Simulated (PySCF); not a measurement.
Working with the constants of BI⁻

UHF constants of BI⁻, ²Π (doublet), unpaired electrons π ↑ (PySCF, scalar-relativistic core potentials, basis sets B aug-cc-pVDZ, I aug-cc-pVDZ-PP with ECP28; masses 11.0093 and 126.9045 u):

- ωe: 152.4 cm⁻¹
- ωexe: 2.98 cm⁻¹
- Be: 0.22107 cm⁻¹
- αe: 0.00581 cm⁻¹
- D (centrifugal): 1.86e-06 cm⁻¹

Task: Give the vibrational terms G(v) and spacings up to v = 3.

Result: G(v) = ωe(v+½) − ωexe(v+½)².

```csv
v,G(v) (cm⁻¹),G(v) − G(v−1),Bv (cm⁻¹)
0,75,,0.2182
1,222,146,0.2124
2,362,140,0.2065
3,497,135,0.2007
```

These are scalar-relativistic numbers at best; spin–orbit coupling would shift them, the dissociation energy most. Hartree–Fock leaves out correlation, which carries a large part of most bond energies and some tenths to 1 eV of ionisation energies. The state was picked by a PBE0 search and need not be the measured ground state.
